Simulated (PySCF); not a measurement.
**Ti⁺ (titanium, charge +1) across methods**

[Ar] 3d1 4s2, 2D determinant (an excited configuration). Calculation: PySCF 2.14, in aug-cc-pVQZ-DK; scalar relativity by spin-free X2C-1e.

| method | E (hartree) | mean ε 3d α (eV) | mean ε 4s α (eV) | mean ε 4s β (eV) | Σ⟨r²⟩ (bohr²) | ⟨S²⟩ |
| --- | --- | --- | --- | --- | --- | --- |
| LDA | -851.223 | -16.534 | -12.228 | -11.972 | 33.77 | 0.751 |
| M06-L | -853.272 | -16.577 | -12.065 | -11.809 | 33.73 | 0.751 |
| PBE | -853.099 | -16.624 | -12.044 | -11.798 | 34.01 | 0.751 |
| r2SCAN | -853.271 | -17.276 | -12.161 | -11.848 | 34.31 | 0.753 |
| PBE0 | -853.135 | -18.694 | -12.763 | -12.524 | 34.11 | 0.751 |
| PBEsol | -852.121 | -16.510 | -12.063 | -11.811 | 33.94 | 0.751 |
| r2SCANh | -853.270 | -18.035 | -12.435 | -12.130 | 34.32 | 0.753 |

Estimate the same row for UHF.

E (hartree) = -852.40479; mean ε 3d α (eV) = -24.304; mean ε 4s α (eV) = -14.132; mean ε 4s β (eV) = -13.847; Σ⟨r²⟩ (bohr²) = 35.14; ⟨S²⟩ = 0.753.
